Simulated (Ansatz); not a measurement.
Geometry optimisation, Ansatz, RKS PBE0-D4/def2-mTZVP.

Input:

```yaml
crystal:
  periodic: [false, false, false]
  atoms:
    - { symbol: Ga, position_ang: [0.008118, -0.422921, -0.12553] }
    - { symbol: H, position_ang: [-0.404038, -0.360733, 1.391003] }
    - { symbol: H, position_ang: [1.432655, -0.31123, -0.746027] }
    - { symbol: O, position_ang: [-1.292518, -0.820144, -1.299526] }
    - { symbol: H, position_ang: [-2.168386, -0.907135, -0.911038] }
    - { symbol: "N", position_ang: [-0.28926, 2.351801, 1.271613] }
    - { symbol: H, position_ang: [-1.147083, 2.847148, 1.067343] }
    - { symbol: Si, position_ang: [1.15614, 3.219736, 1.672237] }
    - { symbol: H, position_ang: [2.251437, 2.219109, 1.750921] }
    - { symbol: H, position_ang: [1.420997, 4.205872, 0.593178] }
    - { symbol: H, position_ang: [1.116032, 3.965067, 2.966238] }
    - { symbol: H, position_ang: [-0.492195, 1.469131, 1.771487] }
basis:
  gaussian: { orbitals: def2-mTZVP }
hamiltonian:
  xc: pbe0
  dispersion: d4
relax:
  f_tol: 0.03
  max_steps: 50
```

Launched with:

```bash
$ ansatz run input.yaml --threads 4 --pin off --max-ram 5120MiB --backend cpu --events-out ev --progress --plain --runs-dir out
```

**Question.** Where does it end, and by what steps?

**Answer.** The run converged. The force dipped under the threshold on the way, but the program's further checks kept it going. After 18 steps the energy has fallen by 0.753 eV; O4 moved furthest, 1.37 Å. Joined: Ga1–N6 (3.12 → 2.15 Å).

```
step  energy less start (eV)  largest force component (eV/Å)  accepted
   0                  0.0000                           0.991       yes
   1                 -0.0838                           0.836       yes
   2                 -0.1817                           1.270       yes
   3                 -0.3491                           1.204       yes
   4                 -0.5443                           0.855       yes
   5                 -0.6468                           0.370       yes
   6                 -0.6940                           0.334       yes
   7                 -0.7191                           0.139       yes
   8                 -0.7282                           0.094       yes
   9                 -0.7349                           0.153       yes
  10                 -0.7405                           0.147       yes
  11                 -0.7460                           0.236       yes
  12                 -0.7490                           0.141       yes
  13                 -0.7517                           0.029       yes
  14                 -0.7524                           0.051       yes
  15                 -0.7529                           0.038       yes
  16                 -0.7532                           0.043       yes
  17                 -0.7534                           0.034       yes
  18                 -0.7534                           0.017       yes
```

```xyz
12
Properties=species:S:1:pos:R:3
Ga 0.108 -0.003 0.207
H -0.194 -1.200 1.193
H 1.540 0.327 -0.364
O -1.269 0.496 -0.907
H -1.992 -0.136 -0.934
N -0.257 1.754 1.398
H -1.075 2.041 0.859
Si 1.067 2.946 1.405
H 2.239 2.288 2.027
H 1.319 3.319 -0.002
H 0.689 4.145 2.200
H -0.582 1.480 2.320
```

Whether the end is a true minimum wasn't checked by a vibrational analysis.

The run took 42 s on 4 threads of Arm Neoverse V2 (shared host), peak memory 0.32 GiB.
